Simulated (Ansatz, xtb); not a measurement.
## A ladder of methods for CH5GaN2 (SMILES [H]/N=[C](/N)[GaH2])

CH5GaN2: 9 atoms, total charge 0, spin state singlet. SMILES: `[H]/N=[C](/N)[GaH2]`. The coordinates come from a PBE0-D4/def2-TZVP relaxation. This is one conformer, not always the lowest.

```xyz
9

N    -0.2359    0.5058   -1.5983
C     0.1473    0.2507   -0.4039
N     1.2930    0.8271    0.0656
Ga   -0.8355   -1.0071    0.7905
H    -1.0681   -0.0231   -1.8392
H     1.4747    0.8509    1.0515
H     1.7074    1.5559   -0.4973
H    -2.0487   -1.7513    0.1330
H    -0.4341   -1.2090    2.2981
```

Each level gives the dipole moment (D). The values are calculated.

```csv
level,kind,program,value (D),CPU time
GFN2-xTB,semi-empirical,xtb,2.38,under 2 s
GFN0-xTB,semi-empirical,xtb,4.68,under 2 s
GFN1-xTB,semi-empirical,xtb,2.71,under 2 s
HF/STO-3G,Hartree–Fock,Ansatz,2.46,1.5 s
HF/3-21G,Hartree–Fock,Ansatz,2.66,1.6 s
HF/def2-SVP,Hartree–Fock,Ansatz,2.63,5.9 s
HF/cc-pVTZ,Hartree–Fock,Ansatz,2.67,40 s
r2SCAN/cc-pVDZ,meta-GGA,Ansatz,2.06,22 s
B3LYP/6-31G* (spherical functions),global hybrid,Ansatz,2.15,12 s
B3LYP/6-31G* (Cartesian functions),global hybrid,Ansatz,2.15,13 s
```

All-electron rows without a relativistic Hamiltonian named are non-relativistic. The values span 2.06 to 4.68 D. Sets without polarisation functions give poor dipoles. CPU times are rough (shared hosts, several kinds of processor): they show what a rung costs within a factor of a few.
